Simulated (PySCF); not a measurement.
# Computed records: CH5GeOSi, GeH4O2Si, GeH3NOSi, Ge2H4NO and others

Computed with PySCF 2.14.0. Calculation on a computer-drawn molecule: optimised geometry and harmonic frequencies of an isolated molecule of the commonest isotopes, restricted reference for singlets and unrestricted otherwise, frozen core in MP2; on germanium a core potential holds 10 electrons, which the energies leave out, and 3d is frozen in MP2 and coupled-cluster steps.

Common to all runs: multiplicity 1; basis and core potential on germanium cc-pVDZ-PP ECP10MDF.

(1) CH5GeOSi

Start structure:
```xyz
9
CH5GeOSi
O     -1.7320     2.1875    -0.5391
Ge    -1.5723     1.0472     0.7016
C     -0.0768    -0.0751     0.4163
Si     0.9460    -0.0619    -0.9705
H     -2.4182     2.8484    -0.6796
H     -2.6493     1.1860     1.8362
H      0.0597    -0.8379     1.2937
H      0.8409     0.8340    -2.0507
H      2.0459    -0.9671    -1.0067
```

It was run with charge 1, method HF and basis cc-pV(D+d)Z.

Results for CH5GeOSi: rotational constants 8.524, 2.036, 1.644 GHz; total energy -697.6878 hartree; convergence status largest gradient component 1.609e-05 hartree/bohr.

Drawn bonds:
| atom | other atom | order |
| --- | --- | --- |
| 1 | 2 | 1 |
| 2 | 3 | 1 |
| 3 | 4 | 2 |
| 1 | 5 | 1 |
| 2 | 6 | 1 |
| 3 | 7 | 1 |
| 4 | 8 | 1 |
| 4 | 9 | 1 |

Optimised structure:
```xyz
9
CH5GeOSi
O     -1.7429     2.1958    -0.6292
Ge    -1.5243     1.0619     0.6477
C     -0.1250    -0.0760     0.4518
Si     0.9486    -0.0669    -0.9050
H     -2.4546     2.8250    -0.5985
H     -2.5206     1.1482     1.7771
H      0.0196    -0.7940     1.2528
H      0.7866     0.8842    -2.0030
H      2.0565    -1.0171    -0.9926
```

Modes:
| frequency (cm⁻¹) | reduced mass (dalton) |
| --- | --- |
| 127 | 5.096 |
| 152.2 | 3.106 |
| 282.4 | 4.802 |
| 285.9 | 1.149 |
| 408.7 | 1.107 |
| 576.7 | 1.148 |
| 580.5 | 1.768 |
| 726.8 | 1.216 |
| 744.1 | 1.333 |
| 784.6 | 1.077 |
| 827.8 | 4.495 |
| 843.2 | 2.115 |
| 938.7 | 1.132 |
| 1001 | 1.475 |
| 1034 | 1.214 |
| 1249 | 2.133 |
| 2353 | 1.021 |
| 2420 | 1.028 |
| 2451 | 1.058 |
| 3334 | 1.088 |
| 4111 | 1.068 |

(2) GeH4O2Si

Start structure:
```xyz
8
GeH4O2Si
O     -1.6754    -0.7649    -0.0249
Ge    -0.8911    -0.5076     1.5577
O      0.7039    -0.2186     1.2897
Si     2.2822    -0.7120     1.4349
H     -1.3688    -0.0966    -0.7364
H     -1.3951     0.7609     2.1763
H     -1.1722    -1.7791     2.2789
H      2.1133    -1.9530     2.2560
```

Settings of this run: charge 0, method HF and basis cc-pV(D+d)Z.

Results for GeH4O2Si: rotational constants 10.28, 1.793, 1.632 GHz; total energy -734.4045 hartree; convergence status largest gradient component 1.824e-05 hartree/bohr.

Drawn bonds:
| atom | other atom | order |
| --- | --- | --- |
| 1 | 2 | 1 |
| 2 | 3 | 1 |
| 3 | 4 | 1 |
| 1 | 5 | 1 |
| 2 | 6 | 1 |
| 2 | 7 | 1 |
| 4 | 8 | 1 |

Optimised structure:
```xyz
8
GeH4O2Si
O     -1.5128    -0.8466    -0.0567
Ge    -0.8945    -0.4594     1.5510
O      0.8308    -0.0490     1.3867
Si     2.3259    -0.7220     1.5091
H     -1.4619    -0.1463    -0.6919
H     -1.5680     0.7837     2.1149
H     -1.0459    -1.7259     2.3730
H      1.9234    -2.1055     2.0462
```

Modes:
| frequency (cm⁻¹) | reduced mass (dalton) |
| --- | --- |
| 42.9 | 4.016 |
| 149.5 | 3.921 |
| 186.1 | 1.609 |
| 238.7 | 1.182 |
| 323.6 | 3.496 |
| 532 | 7.46 |
| 618.7 | 1.256 |
| 733.1 | 1.063 |
| 756.8 | 11.3 |
| 875.7 | 1.232 |
| 930.2 | 1.104 |
| 959.9 | 1.135 |
| 964.1 | 1.14 |
| 1036 | 3.854 |
| 2022 | 1.043 |
| 2280 | 1.022 |
| 2307 | 1.018 |
| 4154 | 1.067 |

(3) GeH3NOSi

Start structure:
```xyz
7
GeH3NOSi
O      1.5826    -3.1666    -1.0581
Ge     0.0993    -2.2684    -1.0644
N      0.1768    -0.7323    -0.2986
Si     0.0312    -0.3021     1.2289
H      2.0290    -3.2309    -0.2543
H     -0.0725    -2.3690    -2.6024
H      0.5691     1.0605     1.1002
```

Settings of this run: charge 0, method HF and basis cc-pV(D+d)Z.

Results for GeH3NOSi: rotational constants 16.25, 1.643, 1.513 GHz; total energy -713.3216 hartree; convergence status largest gradient component 1.697e-05 hartree/bohr.

Drawn bonds:
| atom | other atom | order |
| --- | --- | --- |
| 1 | 2 | 1 |
| 2 | 3 | 2 |
| 3 | 4 | 1 |
| 1 | 5 | 1 |
| 2 | 6 | 1 |
| 4 | 7 | 1 |

Optimised structure:
```xyz
7
GeH3NOSi
O      1.6190    -3.3884    -1.1326
Ge     0.4226    -2.1162    -1.2093
N      0.2080    -0.9853    -0.0255
Si    -0.2991    -0.0376     1.2673
H      2.1380    -3.3966    -0.3386
H     -0.2650    -2.2715    -2.5391
H      0.5920     1.1868     1.0292
```

Modes:
| frequency (cm⁻¹) | reduced mass (dalton) |
| --- | --- |
| 74.65 | 8.644 |
| 108.3 | 7.35 |
| 258.6 | 1.427 |
| 283.3 | 3.111 |
| 399.9 | 1.24 |
| 513.6 | 12.6 |
| 544.2 | 1.047 |
| 778.4 | 3.113 |
| 813.2 | 1.418 |
| 914.9 | 1.145 |
| 989.8 | 1.132 |
| 1326 | 13.21 |
| 2029 | 1.044 |
| 2357 | 1.021 |
| 4132 | 1.067 |

(4) GeH3NOSi

Start structure:
```xyz
7
GeH3NOSi
O      1.6190    -3.3884    -1.1326
Ge     0.4226    -2.1162    -1.2093
N      0.2080    -0.9853    -0.0255
Si    -0.2991    -0.0376     1.2673
H      2.1380    -3.3966    -0.3386
H     -0.2650    -2.2715    -2.5391
H      0.5920     1.1868     1.0292
```

Here we set charge 0, method MP2 and basis cc-pV(D+d)Z.

Results for GeH3NOSi: rotational constants 15.08, 1.609, 1.484 GHz; total energy -713.8553 hartree; convergence status largest gradient component 1.121e-05 hartree/bohr.

Drawn bonds:
| atom | other atom | order |
| --- | --- | --- |
| 1 | 2 | 1 |
| 2 | 3 | 2 |
| 3 | 4 | 1 |
| 1 | 5 | 1 |
| 2 | 6 | 1 |
| 4 | 7 | 1 |

Optimised structure:
```xyz
7
GeH3NOSi
O      1.6195    -3.4504    -1.1460
Ge     0.3898    -2.1549    -1.2107
N      0.3034    -0.8604    -0.1074
Si    -0.2863    -0.0598     1.2898
H      2.1171    -3.3920    -0.3132
H     -0.2779    -2.3008    -2.5660
H      0.5500     1.2095     1.1050
```

Modes:
| frequency (cm⁻¹) | reduced mass (dalton) |
| --- | --- |
| 64.84 | 8.592 |
| 112.6 | 9.934 |
| 231.6 | 4.202 |
| 300.7 | 1.411 |
| 342.9 | 1.122 |
| 475.4 | 2.165 |
| 498.9 | 1.672 |
| 734.5 | 5.499 |
| 746 | 1.191 |
| 847.3 | 1.138 |
| 957.5 | 1.113 |
| 1175 | 12.88 |
| 2032 | 1.043 |
| 2266 | 1.021 |
| 3819 | 1.066 |

(5) Ge2H4NO

Start structure:
```xyz
8
Ge2H4NO
O     -2.0597     1.0819     0.3700
Ge    -1.7277     0.7827    -1.1177
N     -0.0669    -0.2046    -1.3478
Ge     0.9600    -0.6233    -0.0451
H     -2.3335     0.9857    -2.5513
H      0.2080    -0.4136    -2.2990
H      2.2403    -1.3329    -0.3918
H      0.4441    -0.1945     1.3436
```

Here we set charge 1, method HF and basis cc-pVDZ.

Results for Ge2H4NO: rotational constants 9.027, 1.234, 1.086 GHz; total energy -718.1000 hartree; convergence status largest gradient component 1.598e-05 hartree/bohr.

Drawn bonds:
| atom | other atom | order |
| --- | --- | --- |
| 1 | 2 | 2 |
| 2 | 3 | 1 |
| 3 | 4 | 1 |
| 2 | 5 | 1 |
| 3 | 6 | 1 |
| 4 | 7 | 1 |
| 4 | 8 | 1 |

Optimised structure:
```xyz
8
Ge2H4NO
O     -1.9199     1.0166     0.3980
Ge    -1.7035     0.7504    -1.1739
N     -0.0898    -0.1631    -1.4164
Ge     0.8996    -0.5801    -0.0311
H     -2.3717     0.9957    -2.4987
H      0.2412    -0.4313    -2.3311
H      2.1833    -1.3163    -0.3246
H      0.4253    -0.1904     1.3386
```

Modes:
| frequency (cm⁻¹) | reduced mass (dalton) |
| --- | --- |
| 121.7 | 13.44 |
| 141.9 | 1.854 |
| 224.3 | 1.682 |
| 284.2 | 11.64 |
| 513.7 | 1.586 |
| 557.6 | 1.148 |
| 688 | 1.154 |
| 706.9 | 1.637 |
| 731.7 | 1.046 |
| 747.4 | 1.479 |
| 881.5 | 1.605 |
| 912.7 | 1.466 |
| 1062 | 16.12 |
| 1278 | 1.273 |
| 2350 | 1.016 |
| 2362 | 1.022 |
| 2398 | 1.026 |
| 3752 | 1.078 |

(6) CH7GeSi

Start structure:
```xyz
10
CH7GeSi
Si     1.5311     0.9736    -0.4755
C     -0.3077     0.8713    -0.9295
Ge    -0.5577     0.0274    -2.7709
H      2.2257    -0.1278     0.2510
H      2.3900     2.1264    -0.8169
H     -0.8177     0.2051    -0.2271
H     -0.7656     1.8379    -0.9132
H     -2.0040     0.0284    -2.9776
H      0.1513     0.9160    -3.7173
H      0.0482    -1.3038    -2.7253
```

It was run with charge 1, method HF and basis cc-pV(D+d)Z.

The calculation gives: rotational constants 17.99, 2.01, 1.918 GHz; total energy -623.9694 hartree; convergence status largest gradient component 2.809e-05 hartree/bohr.

Drawn bonds:
| atom | other atom | order |
| --- | --- | --- |
| 1 | 2 | 1 |
| 2 | 3 | 1 |
| 1 | 4 | 1 |
| 1 | 5 | 1 |
| 2 | 6 | 1 |
| 2 | 7 | 1 |
| 3 | 8 | 1 |
| 3 | 9 | 1 |
| 3 | 10 | 1 |

Optimised structure:
```xyz
10
CH7GeSi
Si     1.4850     0.9765    -0.4457
C     -0.2370     0.8600    -0.8936
Ge    -0.5353     0.0345    -2.7758
H      2.1854    -0.1294     0.2081
H      2.2951     2.1404    -0.8064
H     -0.7908     0.1989    -0.2228
H     -0.7103     1.8429    -0.9570
H     -2.0432     0.0660    -2.9120
H      0.1924     0.9326    -3.7650
H      0.0523    -1.3679    -2.7322
```

Modes:
| frequency (cm⁻¹) | reduced mass (dalton) |
| --- | --- |
| 71.35 | 1.109 |
| 131.2 | 5.114 |
| 195.3 | 1.089 |
| 448.3 | 4.878 |
| 525.8 | 1.024 |
| 564 | 1.057 |
| 566.8 | 1.093 |
| 777.6 | 1.339 |
| 849.9 | 1.416 |
| 851.4 | 1.946 |
| 921.7 | 1.18 |
| 951.4 | 1.024 |
| 954.6 | 1.023 |
| 1002 | 1.137 |
| 1072 | 1.054 |
| 1076 | 1.222 |
| 1489 | 1.121 |
| 2283 | 1.024 |
| 2285 | 1.015 |
| 2314 | 1.021 |
| 2417 | 1.028 |
| 2451 | 1.058 |
| 3203 | 1.056 |
| 3286 | 1.109 |
